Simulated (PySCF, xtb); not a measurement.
C3H6N2Si, SMILES N(=C\CC#N)/[SiH3].

GFN2-xTB (xtb 6.7.1) at its own geometry gives an orbital gap of 2.97 eV and a dipole moment of 3.13 D.

Geometry: TPSSh-D3(BJ)/def2-SVP. The structure was generated by enumeration; whether it is a known compound was not checked. Other conformers were not sampled.

**Question.** What does HF/def2-TZVP in PySCF give? (Estimate from the structure and the level; the computed values follow.)

**Answer.** gap 13.94 eV (levels -11.22 and 2.71 eV), dipole 3.24 D.
